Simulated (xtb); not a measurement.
xtb input (GFN2-xTB):

```bash
xtb mol.xyz --gfn 2 --ohess tight --chrg 0 --uhf 0
```
mol.xyz:
```
15

Be    -0.15187623    -0.00619444    -0.04391475
C     -0.43869423    -0.65497952     1.59379296
C      0.17493296    -2.05049969     1.81331890
H     -1.49594587    -0.68405419     1.80425672
H      0.01925697     0.01858921     2.36638994
H     -0.01579933    -2.32031538     2.82465315
H     -0.23864744    -2.76763602     1.17461222
H      1.21806418    -2.00719638     1.69182481
C      0.10855602     0.56167153    -1.64687976
C      0.08270459     2.07451639    -1.74538777
H     -0.53024638     0.16817159    -2.36677552
H      1.14013606     0.29958605    -2.05390407
H      0.27099056     2.43798233    -2.75893572
H     -0.89622533     2.42771873    -1.45120659
H      0.82554177     2.60067852    -1.14630109
```

Output:

```
           -------------------------------------------------
          |                Calculation Setup                |
           -------------------------------------------------

           -------------------------------------------------
          |                 G F N 2 - x T B                 |
           -------------------------------------------------

        Reference                      10.1021/acs.jctc.8b01176
      * Hamiltonian:
        H0-scaling (s, p, d)           1.850000    2.230000    2.230000
        zeta-weighting                 0.500000
      * Dispersion:
        s8                             2.700000
        a1                             0.520000
        a2                             5.000000
        s9                             5.000000
      * Repulsion:
        kExp                           1.500000    1.000000
        rExp                           1.000000
      * Coulomb:
        alpha                          2.000000
        third order                    shell-resolved
        anisotropic                    true
        a3                             3.000000
        a5                             4.000000
        cn-shift                       1.200000
        cn-exp                         4.000000
        max-rad                        5.000000

          ...................................................
          :                      SETUP                      :
          :.................................................:
          :  # basis functions                  30          :
          :  # atomic orbitals                  30          :
          :  # shells                           20          :
          :  # electrons                        28          :
          :  max. iterations                   250          :
          :  Hamiltonian                  GFN2-xTB          :
          :  restarted?                      false          :
          :  GBSA solvation                  false          :
          :  PC potential                    false          :
          :  electronic temp.          300.0000000     K    :
          :  accuracy                    1.0000000          :
          :  -> integral cutoff          0.2500000E+02      :
          :  -> integral neglect         0.1000000E-07      :
          :  -> SCF convergence          0.1000000E-05 Eh   :
          :  -> wf. convergence          0.1000000E-03 e    :
          :  Broyden damping             0.4000000          :
          :  net charge                          0          :
          :  unpaired electrons                  0          :
          ...................................................

 iter      E             dE          RMSdq      gap      omega  full diag
   1     -5.0694540 -0.506945E+01  0.140E+01    0.36       0.0  T
   2    -11.6503220 -0.658087E+01  0.169E+01   11.76       1.0  T
   3    -12.1267733 -0.476451E+00  0.115E+01   11.31       1.0  T
   4      0.0146550  0.121414E+02  0.155E+01    0.25       1.0  T
   5     -4.7829543 -0.479761E+01  0.114E+01    0.07       1.0  T
   6    -14.4589576 -0.967600E+01  0.118E+01    3.79       1.0  T
[...]
   1 H    6 C          10     1.0918249     1.0961928     1.0878281
   4 Be   6 C           2     1.7354691     1.7354977     1.7354406

           -------------------------------------------------
          |               Frequency Printout                |
           -------------------------------------------------
 projected vibrational frequencies (cm⁻¹)
eigval :       -0.00    -0.00    -0.00    -0.00     0.00     0.00
eigval :        6.18    38.96    80.65   111.45   176.70   255.86
eigval :      328.83   442.11   470.88   562.57   900.23   928.33
eigval :      932.77   997.54  1006.15  1037.65  1045.29  1244.00
eigval :     1247.77  1273.55  1280.99  1421.96  1422.41  1505.56
eigval :     1506.46  1520.59  1520.71  1523.15  1523.37  2897.38
eigval :     2899.43  2930.64  2931.87  2980.60  2981.15  3017.53
eigval :     3017.87  3026.84  3027.98
 reduced masses (amu)
   1:  9.51   2:  7.65   3:  9.78   4:  9.40   5:  8.65   6:  9.70   7:  7.25   8:  7.96
   9:  5.32  10:  7.45  11:  2.60  12:  4.23  13:  8.74  14:  9.46  15:  2.88  16:  4.70
  17:  8.75  18:  1.54  19:  1.63  20:  2.13  21:  2.83  22: 10.45  23: 10.05  24:  3.64
Molecule has the following symmetry elements: (C2)
It seems to be the C2 point group
  25:  3.55  26:  4.37  27:  4.49  28:  2.81  29:  2.78  30:  1.80  31:  1.79  32:  1.63
  33:  1.62  34:  1.54  35:  1.53  36:  1.94  37:  1.93  38:  1.53  39:  1.53  40:  1.81
  41:  1.81  42:  1.95  43:  1.95  44:  1.38  45:  1.38
 IR intensities (km·mol⁻¹)
   1:  0.00   2:  0.00   3:  0.00   4:  0.00   5:  0.00   6:  0.00   7:  0.03   8:  0.13
   9:  0.28  10:  0.76  11:  0.24  12: 32.54  13:223.28  14:  0.02  15: 34.50  16:423.55
  17:167.59  18:  0.56  19: 23.52  20:  2.21  21: 64.03  22:  0.54  23: 52.68  24:  0.37
  25: 13.42  26:  1.04  27: 35.63  28:  0.27  29:  3.90  30: 11.86  31:  0.20  32:  0.53
  33:  2.61  34:  0.19  35:  3.00  36:  6.73  37:153.25  38:  4.34  39: 86.47  40:120.58
  41: 41.43  42:  7.38  43:128.36  44: 64.30  45:  4.11
 Raman intensities (Ä⁴*amu⁻¹)
   1:  0.00   2:  0.00   3:  0.00   4:  0.00   5:  0.00   6:  0.00   7:  0.00   8:  0.00
   9:  0.00  10:  0.00  11:  0.00  12:  0.00  13:  0.00  14:  0.00  15:  0.00  16:  0.00
  17:  0.00  18:  0.00  19:  0.00  20:  0.00  21:  0.00  22:  0.00  23:  0.00  24:  0.00
  25:  0.00  26:  0.00  27:  0.00  28:  0.00  29:  0.00  30:  0.00  31:  0.00  32:  0.00
  33:  0.00  34:  0.00  35:  0.00  36:  0.00  37:  0.00  38:  0.00  39:  0.00  40:  0.00
  41:  0.00  42:  0.00  43:  0.00  44:  0.00  45:  0.00
 output can be read by thermo (or use thermo option).
 writing <g98.out> molden fake output.
 recommended (thermochemical) frequency scaling factor: 1.0
           -------------------------------------------------
          |             Thermodynamic Functions             |
           -------------------------------------------------

c2  symmetry found (for desy threshold:  0.10E+00) used in thermo

          ...................................................
          :                      SETUP                      :
          :.................................................:
          :  # frequencies                          39      :
          :  # imaginary freq.                       0      :
          :  linear?                             false      :
          :  only rotor calc.                    false      :
          :  symmetry                               c2      :
          :  rotational number                       2      :
          :  scaling factor                  1.0000000      :
          :  rotor cutoff                   50.0000000 cm⁻¹ :
          :  imag. cutoff                  -20.0000000 cm⁻¹ :
          :.................................................:

    mode    ω/cm⁻¹     T·S(HO)/kcal·mol⁻¹    T·S(FR)/kcal·mol⁻¹   T·S(vib)
   ------------------------------------------------------------------------
       1      6.18    -2.67331 (  0.02%)    -1.67221 ( 99.98%)    -1.67244
       2     38.96    -1.58356 ( 26.93%)    -1.12990 ( 73.07%)    -1.25208
       3     80.65    -1.15531 ( 87.13%)    -0.91463 ( 12.87%)    -1.12433
       4    111.45    -0.96703 ( 96.11%)    -0.81889 (  3.89%)    -0.96127
       5    176.70    -0.70453 ( 99.36%)    -0.68244 (  0.64%)    -0.70439
       6    255.86    -0.50382 ( 99.85%)    -0.57281 (  0.15%)    -0.50392
   ------------------------------------------------------------------------

   temp. (K)  partition function   enthalpy   heat capacity  entropy
                                   cal/mol     cal/K/mol   cal/K/mol   J/K/mol
 298.15  VIB  0.671E+04             3648.430     19.168     25.155
         ROT  0.703E+05              888.752      2.981     25.161
         INT  0.472E+09             4537.182     22.148     50.316
         TR   0.532E+27             1481.254      4.968     38.513
         TOT                        6018.4359    27.1166    88.8290   371.6606

       T/K    H(0)-H(T)+PV         H(T)/Eh          T*S/Eh         G(T)/Eh
   ------------------------------------------------------------------------
    298.15    0.959099E-02    0.137223E+00    0.422055E-01    0.950175E-01
   ------------------------------------------------------------------------

         :::::::::::::::::::::::::::::::::::::::::::::::::::::
         ::                  THERMODYNAMIC                  ::
Note: The following floating-point exceptions are signalling: IEEE_UNDERFLOW_FLAG IEEE_DENORMAL
normal termination of xtb
         :::::::::::::::::::::::::::::::::::::::::::::::::::::
         :: total free energy         -14.174103362141 Eh   ::
         ::.................................................::
         :: total energy              -14.269120835665 Eh   ::
         :: zero point energy           0.127632021918 Eh   ::
         :: G(RRHO) w/o ZPVE           -0.032614548394 Eh   ::
         :: G(RRHO) contrib.            0.095017473524 Eh   ::
         :::::::::::::::::::::::::::::::::::::::::::::::::::::

optimized geometry written to: xtbopt.xyz

           -------------------------------------------------
          | TOTAL ENERGY              -14.269120835665 Eh   |
          | TOTAL ENTHALPY            -14.131897825654 Eh   |
          | TOTAL FREE ENERGY         -14.174103362141 Eh   |
          | GRADIENT NORM               0.000193209666 Eh/α |
          | HOMO-LUMO GAP               4.639223779096 eV   |
           -------------------------------------------------

------------------------------------------------------------------------
------------------------------------------------------------------------
 total:
 SCF:
 ANC optimizer:
 analytical hessian:
```
